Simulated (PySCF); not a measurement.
Several molecules and their computed UV-vis stick spectra, shuffled. Method: TDDFT PBE0/def2-SVPD, vertical, gas phase, core orbitals frozen in the response in PySCF. Geometries: GFN2-xTB; one conformer of each isolated species. Triplets are in the Tamm–Dancoff approximation.

A. `O=C(F)C1CC1`
B. `F[C@@H]1C=C(C(F)(F)F)SC1`
C. `OC(=O)C(=C)Cl`
D. `FC(F)(F)C(F)(F)[C@H]1CN1`
E. `CCP(C)C(F)(F)F`

Lowest singlet levels (six at most, fewer where fewer were computed) with oscillator strengths:

1. 260 nm (f 0.083); 239 nm (f 0.032); 200 nm (f 0.005); 189 nm (f 0.010); 176 nm (f 0.007); 175 nm (f 0.014); T1 3.32 eV
2. 174 nm (f 0.006); 165 nm (f 0.029); 158 nm (f 0.030); 153 nm (f 0.005); 148 nm (f 0.034); 144 nm (f 0.019); T1 6.87 eV
3. 255 nm (f 0.000); 225 nm (f 0.143); 212 nm (f 0.000); 179 nm (f 0.096); 177 nm (f 0.000); 168 nm (f 0.000); T1 3.50 eV
4. 191 nm (f 0.076); 177 nm (f 0.102); 170 nm (f 0.013); 159 nm (f 0.007); 154 nm (f 0.086); 152 nm (f 0.087); T1 5.15 eV
5. 202 nm (f 0.000); 163 nm (f 0.008); 161 nm (f 0.262); 142 nm (f 0.004); 142 nm (f 0.038); 140 nm (f 0.004); T1 5.59 eV

**Question.** Which spectrum belongs to which structure?

**Answer.** 1 = B, 2 = D, 3 = C, 4 = E, 5 = A.
- A: S1 at 6.14 eV, HOMO→LUMO (98%); Löwdin shares by element: HOMO oxygen 66%, carbon 18% or more, fluorine 11%; LUMO carbon 44% or more, oxygen 27%, fluorine 10% (atoms not listed hold the other 18%); HOMO -9.09 and LUMO -0.60 eV; point group Cs, 1 of its 6 listed states under f = 0.0005.
- B: S1 at 4.77 eV, HOMO→LUMO (85%), HOMO→LUMO+1 (12%); Löwdin shares by element: HOMO sulfur 52%, carbon 38% or more; LUMO carbon 64% or more, sulfur 9% (atoms not listed hold the other 27%); HOMO -6.96 and LUMO -1.31 eV.
- C: S1 at 4.86 eV, HOMO-1→LUMO (96%); Löwdin shares by element: HOMO carbon 51% or more, chlorine 39%; LUMO carbon 66%, oxygen 16% or more (atoms not listed hold the other 19%); HOMO -8.06 and LUMO -1.95 eV; point group Cs, 4 of its 6 listed states under f = 0.0005.
- D: S1 at 7.13 eV, HOMO→LUMO (83%), HOMO→LUMO+1 (14%); Löwdin shares by element: HOMO nitrogen 58%, carbon 25% or more, hydrogen 5% or more; LUMO carbon 23% or more, fluorine 16% or more, hydrogen 12% or more (atoms not listed hold the other 48%); HOMO -7.90 and LUMO 0.59 eV.
- E: S1 at 6.51 eV, HOMO→LUMO (96%); Löwdin shares by element: HOMO phosphorus 60%, carbon 28% or more; LUMO phosphorus 30%, carbon 30% or more (atoms not listed hold the other 40%); HOMO -7.45 and LUMO 0.16 eV.
B and C have S1 within 0.09 eV of each other; their strongest listed levels stand at 4.77 eV (f 0.083) and 5.50 eV (f 0.143).
